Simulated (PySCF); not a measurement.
Compound: C7H3PS.
SMILES with atom numbers: `[CH:1]#[C:2][c:3]1[cH:4][s:5][c:6]([C:7]#[CH:8])[p:9]1`

Probes without a nucleus sit at each ring's centroid and 1 Å off its mean plane on both sides; NICS is minus the shielding there, NICSzz its component along the normal. Level: GIAO PBE0/pcSseg-1 (PySCF, non-relativistic, gas phase) on the GFN2-xTB geometry, one conformer.

Ring bond lengths (Å), with Mayer bond orders in brackets: C3–C4 1.364 (1.54), C4–S5 1.708 (1.19), S5–C6 1.742 (1.16), C6–P9 1.725 (1.37), P9–C3 1.786 (1.08).

Q: What do the NICS probes read (ppm)?

A: 
```csv
ring,type,NICS(0),"NICS(1), two faces","NICS(1)zz, two faces",rms pucker (Å),"centre to ring atoms, mean (Å)"
C3–C4–S5–C6–P9,5-membered ring with P and S; formal bonds all aromatic,-11.4,-10.7 / -10.7,-21.9 / -21.9,0.00,1.41
```

Q: What do they say, and how far can they be read as aromaticity?

A: 
- C3–C4–S5–C6–P9: mean NICS(1)zz -21.9 ppm, shielded.

Q: And the bond-length index? Use HOMA with the parameters of Krygowski (1993).

A: 
- C3–C4–S5–C6–P9: HOMA 0.67; the largest term is that of P9–C3, α(R − Ropt)² = 0.92.

Q: What field does 9.4 T along the ring normal induce along that normal at the first NICS(1) probe listed for ring C3–C4–S5–C6–P9, 1 Å off the ring?

A: NICSzz × B0 = -21.9 ppm × 9.4 T = -206 μT, against the applied field.

Q: What are the shieldings of the ring atoms and their hydrogens in the same run (means over atoms taken as equivalent)?

A: 
```
  atoms                        environment  σ isotropic (ppm)
     C3        substituted aromatic carbon               38.8
     C4  aromatic CH next to a ring sulfur               34.6
     S5              thiophene-type sulfur              138.7
     C6        substituted aromatic carbon               16.5
     P9           phosphorus bonded to 2 C               26.0
H on C4                  aromatic hydrogen              23.68
```

Cost: about 70 s of CPU time on one thread; the machine was shared, so the figure is rough. This is the whole shielding run at PBE0/pcSseg-1, SCF included.
